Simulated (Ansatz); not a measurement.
`F[CH2][AlH][Br]` → `[AlH2][Br]` + `[CH]F` at 298.15 K and 1 bar (formal loss of a carbene).

Program: Ansatz. Geometries: PBE0-D4/def2-TZVP. ΔE: electronic, gas phase. CCSD(T)/CBS is the MP2 limit (def2-TZVPP, def2-QZVPP) plus CCSD(T) − MP2 in def2-TZVPP, frozen cores. This one scheme is used for every species. For Br outer-core shells are correlated without core-valence functions, which leaves a few kJ/mol of doubt a bond. Scalar relativity is left out up to krypton. Each species was taken in one conformer, which may not be the lowest.

| species | CCSD(T)/CBS energy (Eh) | H − E (kJ/mol) | S (J/(mol·K)) |
| --- | --- | --- | --- |
| `F[CH2][AlH][Br]` | -2955.02561 | 114.9 | 340.3 |
| `[AlH2][Br]` | -2816.58301 | 49.0 | 265.0 |
| `[CH]F` | -138.29972 | 42.7 | 223.2 |

H − E and S are ideal-gas, rigid-rotor, harmonic terms from PBE0-D4/def2-TZVP, for one conformer and one mirror image of each species. 1 Eh = 2625.50 kJ/mol, R = 8.31446 J/(mol·K).

**Question.** By hand: ΔE, ΔH, ΔS and ΔG.

**Answer.** ΔE = (-2816.58301) + (-138.29972) − (-2955.02561) = 0.14288 Eh = 375.1 kJ/mol. Δ(H − E) = 49.0 + 42.7 − 114.9 = -23.2, so ΔH = 351.9 kJ/mol. ΔS = 265.0 + 223.2 − 340.3 = 147.9 J/(mol·K). ΔG = 351.9 − 298.15 × (147.9)/1000 = 307.8 kJ/mol.

**Question.** By hand: the equilibrium constant, and the temperature at which ΔG would vanish if ΔH and ΔS stayed fixed.

**Answer.** log₁₀ K = −ΔG/(RT ln 10) = -53.9. ΔG = 0 at ΔH/ΔS = 2379 K.

The number of gas molecules changes by +1, which sets the sign of ΔS. A doubt of 5 kJ/mol in ΔE shifts log₁₀ K by 0.9 here. Other conformers and mirror images would add mixing entropy, several J/(mol·K) or more a flexible species. These are equilibria of isolated gas molecules and say nothing of rates. Largest T1 diagnostic: 0.018 (customary marks: 0.02 for closed shells, 0.045 for open ones).
